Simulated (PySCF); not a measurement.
From one molecule to another.

First species: C₆H₈ClFO.
InChI=1S/C6H8ClFO/c1-4(2)5(8)3-6(7)9/h3-4H,1-2H3/b5-3+

Second species: C3H10O3SSi2.
Z-matrix (Å and degrees, GFN2-xTB geometry), rows numbered from 1:
```
C 
O   1  1.4046
Si  2  1.6112  1  131.68
S   3  2.1591  2  114.28  1    58.66
C   4  1.8290  3  101.77  2    63.28
C   5  1.5042  4  110.21  3   -47.30
O   6  1.2021  5  124.58  4   -65.71
O   6  1.3210  5  112.25  4   114.33
Si  8  1.6635  6  124.93  5  -177.16
H   1  1.0918  2  109.92  3   -76.81
H   1  1.0902  2  107.56  3   164.16
H   1  1.0908  2  111.02  3    44.38
H   3  1.4527  2  114.05  1   -56.23
H   3  1.4482  2   99.72  1   176.31
H   5  1.0889  4  108.99  3    74.74
H   5  1.0893  4  105.25  3  -166.26
H   9  1.4573  8   97.42  6  -163.29
H   9  1.4581  8  110.01  6   -44.98
H   9  1.4568  8  108.27  6    77.98
```

Levels: PBE0/pcSseg-1 for HOMO energy, LUMO energy and HOMO–LUMO gap. Geometries: GFN2-xTB. Each structure is a single optimised conformer of the isolated species, non-relativistic unless stated. Electronic properties by PySCF.

Dipoles, sizes and rotational constants follow the conformer. The torsions of the flexible species, by atom-mapped SMILES:
- `[CH3:1][CH:2]([CH3:3])/[C:4]([F:5])=[CH:6]\[C:7](=[O:8])[Cl:9]`: C1–C2–C4–F5 -83°, C4–C6–C7–O8 -6°

The conformers of `CO[SiH2]SCC(=O)O[SiH3]` aren't listed.

Values for the first species:

| Property | Result |
| --- | --- |
| HOMO energy | -8.25 eV |
| LUMO energy | -2.08 eV |
| HOMO–LUMO gap | 6.17 eV |

(1) Estimate the same properties for the second species, and the change in each.

## Answers

(1) 
```json
{"property": "HOMO energy", "first": "-8.25 eV", "second": "-7.19 eV", "second less first": "+1.06 eV"}
{"property": "LUMO energy", "first": "-2.08 eV", "second": "-0.57 eV", "second less first": "+1.51 eV"}
{"property": "HOMO–LUMO gap", "first": "6.17 eV", "second": "6.62 eV", "second less first": "+0.45 eV"}
```

